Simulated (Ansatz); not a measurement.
Zn₅Cu₂. The state is a singlet with charge 0. Geometry B3LYP-D4/def2-SVP, basis def2-TZVP, Ansatz.

```xyz
7

Cu   -0.201   -0.551   -2.665
Cu    0.822   -0.518   -0.568
Zn   -1.914   -0.843   -0.890
Zn   -0.797    1.539   -1.457
Zn   -0.791    0.589    0.958
Zn    0.609    0.476    3.171
Zn    2.271   -0.692    1.451
```

```json
{"run": "A", "HOMO (eV)": "-4.34", "LUMO (eV)": "-2.93"}
{"run": "B", "HOMO (eV)": "-4.71", "LUMO (eV)": "-3.27"}
{"run": "C", "HOMO (eV)": "-4.87", "LUMO (eV)": "-2.39"}
{"run": "D", "HOMO (eV)": "-4.56", "LUMO (eV)": "-2.98"}
{"run": "E", "HOMO (eV)": "-4.46", "LUMO (eV)": "-3.03"}
```

No other spin state of charge 0 was run. Another isomer (singlet) lies 0.16 eV lower at PBE0-D4/def2-TZVP; other spin states weren't run for this one.

Question: The runs used BLYP, LDA (SPW92), PBE, PBE0, r2SCAN. Estimate which is which.

Answer: A BLYP (0 % exact exchange); B LDA (SPW92) (0 % exact exchange); C PBE0 (25 % exact exchange); D r2SCAN (0 % exact exchange); E PBE (0 % exact exchange). Exact exchange lowers occupied and raises empty levels; among semilocal functionals meta-GGAs tend to open the gap a little, and such runs are hard to tell apart. The gap grows from 1.41 eV (BLYP) to 2.48 eV (PBE0). The restricted singlet is unstable towards broken spin symmetry in Hartree–Fock (as tested in another run); at BLYP-D4/def2-TZVP, LDA (SPW92)/def2-TZVP, PBE0-D4/def2-TZVP, r2SCAN-D4/def2-TZVP and others this wasn't settled.
